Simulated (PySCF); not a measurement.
**Two-component Hartree-Fock for Rh¹⁴⁺ (rhodium, charge +14)**

Start: [Ar] 3d10 4s2 4p1; 4p1/2 filled at m_j = +1/2. Calculated with PySCF 2.14 in an even-tempered Gaussian basis (18 s from 0.66 bohr⁻², ratio 2.8; 14 p from 0.86 bohr⁻², ratio 2.8; 9 d from 1.5 bohr⁻², ratio 2.8; 4 f from 4.7 bohr⁻², ratio 3): generalised Hartree-Fock with the X2C-1e Hamiltonian and a Gaussian nucleus; spin-orbit coupling (SO) screened by Boettger's factors.

| spinor shell | electrons | ε, screened SO (eV) | weight of nominal j (screened SO) | rms radius, screened SO (bohr) |
| --- | --- | --- | --- | --- |
| 1s1/2 | 2 | -23670.6 | 1.000 | 0.0374 |
| 2s1/2 | 2 | -3789.5 | 1.000 | 0.153 |
| 2p1/2 | 2 | -3524.3 | 1.000 | 0.133 |
| 3s1/2 | 2 | -964.67 | 1.000 | 0.413 |
| 3p1/2 | 2 | -859.32 | 1.000 | 0.408 |
| 3p3/2 | 4 | -831.71 | 1.000 | 0.419 |
| 3d3/2 | 4 | -648.18 | 1.000 | 0.394 |
| 3d5/2 | 6 | -642.69 | 1.000 | 0.397 |
| 4s1/2 | 2 | -362.71 | 0.999 | 0.927 |
| 4p1/2 | 1 | -331.18 | 1.000 | 0.967 |

Problem. Where does 2p3/2 lie, and what is the 2p spin-orbit splitting (screened SO)?

Solution. At -3377.0 eV, 147.26 eV above 2p1/2.

```csv
quantity,screened SO
E (hartree),-4713.07562
M_J,1/2
⟨J²⟩,0.755
⟨L²⟩,2.019
⟨S²⟩,0.761
```

Each row is a mean over spinors that exchange with the open shell spreads, by up to 2.698 eV (3p1/2).

Breit and QED terms are absent; they matter most for the inner s and p1/2 levels.

Densities and radii are taken from the X2C orbitals without a picture-change correction, which distorts them close to the nucleus.
